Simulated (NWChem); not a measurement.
**Correlation energy of Ga**

```
Ga
```
Charge 0, spin multiplicity 2.

Program: NWChem.

Basis set: def2-TZVP. Each correlation energy counts from its own Hartree-Fock reference.

The Hamiltonian is non-relativistic. The correlated methods keep 9 core orbitals frozen. No SCF solution was tested for a lower state. Open-shell Hartree-Fock references start from PBE0 orbitals. Coupled-cluster values serve here as a point of comparison, not as the truth.

### Question
One of these methods gave a correlation energy of -177.1 mHa. Which?
A. SCS-UMP2
B. CCSD[T] on UHF
C. CCSD on UHF
D. UMP2

### Answer
D, UMP2. The others give -165.1 (SCS-UMP2), -181.0 (CCSD on UHF), -189.7 (CCSD[T] on UHF).
